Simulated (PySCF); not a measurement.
Species: C₅H₈O₃.
SMILES: `C[C@H](C=O)COC=O`

Theory: TDDFT PBE0/def2-SVPD, vertical, gas phase, core orbitals frozen in the response (PySCF 2.14.0, density-fitted response routines). Geometry: GFN2-xTB, one conformer, isolated molecule. Torsions of this conformer, `[CH3:1][C@H:2]([CH:3]=[O:4])[CH2:5][O:6][CH:7]=[O:8]`: C1–C2–C3–O4 -127°, C1–C2–C5–O6 -64°, C2–C5–O6–C7 -77°, C5–O6–C7–O8 1°.

Question: List the vertical singlet excitations with oscillator strengths and describe the spectrum.

Answer: 

```csv
state,λ (nm),E (eV),f,"main configurations (H = HOMO, L = LUMO)"
S1,285.7,4.34,0.0002,H→L (98%)
S2,209.0,5.93,0.0015,H-1→L+1 (95%)
S3,187.0,6.63,0.0029,H-1→L (94%)
S4,184.4,6.72,0.020,H→L+1 (96%)
S5,176.8,7.01,0.0017,H-2→L (94%)
S6,170.7,7.26,0.015,"H→L+2 (84%), H→L+3 (9%)"
S7,158.4,7.82,0.026,"H→L+3 (77%), H→L+4 (10%), H→L+2 (8%)"
S8,156.6,7.92,0.045,H-3→L (93%)
```

Triplets (Tamm–Dancoff): T1 3.70 eV, H→L (97%); T2 5.34 eV, H-1→L+1 (96%); T3 5.99 eV, H-2→L+1 (68%), H→L+1 (13%), H-5→L+1 (12%).

The lowest singlet comes at 286 nm (419 kJ/mol) in the ultraviolet; it is dark (f under 0.0005); its leading configuration is HOMO→LUMO (98%). The strongest level in the table is S8 at 7.92 eV (157 nm, f = 0.045). It is the last of those listed, so stronger ones may follow. S1 has the pattern of n→π* at C=O. Weighted by f, the mean energy of these states is 7.51 eV. The listed states span 3.58 eV, and the widest gap between neighbours is 1.59 eV (S1 to S2). Of the 8 states listed, 4 reach f = 0.01 and 1 stays under 0.0005. The window holds the lowest 8 singlets.
